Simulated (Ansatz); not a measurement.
Problem. Predict a relaxed structure of MnBr₂, charge 0, doublet, at r2SCAN-D4/def2-TZVP (Ansatz).

Solution. 
Cartesian coordinates in Å:
```
Mn -0.002 0.001 0.001
Br -0.026 1.348 -1.850
Br 0.028 -1.350 1.849
```
Point group D∞h (tolerance 0.1 Å). The metal has 2 neighbours: Br 2.29 Å, Br 2.29 Å. This is one stationary point.

The charge 0 doublet is spin-contaminated (final ⟨S²⟩ up to 2.70, 0.75 for a pure state). At r2SCAN-D4/def2-TZVP a sextet of charge 0 lies 2.48 eV below the doublet, each at its own geometry. The structure comes from a short search, and lower isomers may exist.
